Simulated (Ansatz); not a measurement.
Calculated with Ansatz (gas phase, PBE0-D4/def2-TZVP geometries, no zero-point term in ΔE). CCSD(T)/CBS adds triple-zeta CCSD(T) − MP2 to the extrapolated MP2 energy (def2 sets, frozen cores). Functionals use def2-TZVPP. For Ga outer-core shells are correlated without core-valence functions, which leaves a few kJ/mol of doubt a bond. Scalar relativity is left out up to krypton.

`C/N=[C](\C)[GaH2]` + `C[NH][AlH2]` → `CC1=[N+](C)[AlH2-][N]1C` + `[GaH3]`  (substitution at a C–Ga bond)

```
             level  ΔE (kJ/mol)  difference from CCSD(T)/CBS
         r2SCAN-D4       -136.4                        -21.1
           PBE0-D4       -136.4                        -21.1
           ωB97X-V       -134.0                        -18.7
               PBE       -119.7                         -4.4
    MP2/def2-TZVPP       -123.3                         -8.0
   CCSD/def2-TZVPP       -118.7                         -3.4
    MP2/def2-QZVPP       -121.6                         -6.3
SCS-MP2/def2-QZVPP       -116.8                         -1.5
     MP2/CBS(def2)       -119.5                         -4.2
    CCSD/CBS(def2)       -114.9                          0.4
       CCSD(T)/CBS       -115.3                            0
```

Largest T1 diagnostic among the species: 0.013.

In def2-TZVPP, CCSD(T) changes the Hartree–Fock value by +9.7 kJ/mol (the triples alone add −0.4 kJ/mol) and MP2 by +5.5 kJ/mol. The D4 term adds −9.2 kJ/mol with B3LYP and −5.5 kJ/mol with PBE0; it sums over pairs of atoms, weighted by their polarisabilities, and B3LYP, whose exchange is more repulsive, gets the larger term. From PBE to PBE0 (25 % exact exchange), in def2-TZVPP and without D4, ΔE moves by −11.2 kJ/mol.

B3LYP here is the variant with VWN-RPA as its local correlation; programs differ in this.
